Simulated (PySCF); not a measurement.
**A small calculation by hand: dipole moment from atomic charges**

CH3BrMg, SMILES [CH3][Mg][Br]. Atoms are numbered in the order given.

```xyz
6

Mg     0.0000     0.0000     1.1124
Br     0.0000     0.0000    -1.2332
C      0.0000     0.0000     3.1799
H     -0.8821    -0.5093     3.5783
H      0.0000     1.0186     3.5783
H      0.8821    -0.5093     3.5783
```

Coordinates come from a PBE0-D3(BJ)/def2-TZVP optimisation.

Charges (e) from PySCF with B3LYP/def2-TZVPD:

```
atom  ESP fit     IAO
----  -------  ------
Mg1     0.738   1.413
Br2    -0.434  -0.798
C3     -0.586  -1.028
H4      0.094   0.138
H5      0.094   0.138
H6      0.094   0.138
```

The dipole moment of the full density is 2.17 D.

Q: What dipole moment does each set of point charges give, and which comes closer to that of the density?

A: 
μ = Σ q r, and 1 e Å = 4.8032 D.
ESP fit: Σ q r = (0.000, 0.000, 0.502) e Å, |μ| = 2.41 D.
IAO: Σ q r = (0.000, 0.000, 0.768) e Å, |μ| = 3.69 D.
ESP fit comes closer in size. Point charges leave out the atoms' own dipoles (lone pairs, polarised bonds); fits to the potential absorb them, partitions of the density don't.
